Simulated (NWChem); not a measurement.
System: CH$_{2}$Cl$_{2}$F$_{2}$Si; SMILES Cl[Si](CF)(F)Cl

Here is an NWChem input.

```
start job
memory heap 200 mb stack 900 mb global 1100 mb
geometry units angstroms
  F     -2.276570    -1.281919    -0.155237
  C     -1.834890     0.019482    -0.064357
  Si     0.067029     0.104879     0.185891
  F      0.311665    -0.115384     1.763746
  Cl     1.054160    -1.329180    -0.766724
  Cl     0.696174     1.960321    -0.214874
  H     -2.372028     0.466643     0.777753
  H     -2.160734     0.516648    -0.982485
end
basis spherical
  * library def2-svp
end
dft
  xc pbe0
  iterations 150
end
driver
  maxiter 120
end
task dft optimize
task dft freq
```

The level has its own optimisation; frequencies are unscaled.

**Question.** Give the results of this calculation. (PBE0/def2-SVP.) Quantities: r C–F (Å); r C–Si (Å); r C–H (Å); r F–Si (Å); highest harmonic frequency (cm⁻¹); lowest (cm⁻¹); zero-point energy (kcal/mol); dipole (D).

**Answer.** 
| Property | Result |
|---|---|
| r C–F (Å) | 1.372 |
| r C–Si (Å) | 1.877 |
| r C–H (Å) | 1.105 |
| r F–Si (Å) | 1.610 |
| highest harmonic frequency (cm⁻¹) | 3117 |
| lowest (cm⁻¹) | 68 |
| zero-point energy (kcal/mol) | 23.3 |
| dipole (D) | 1.92 |
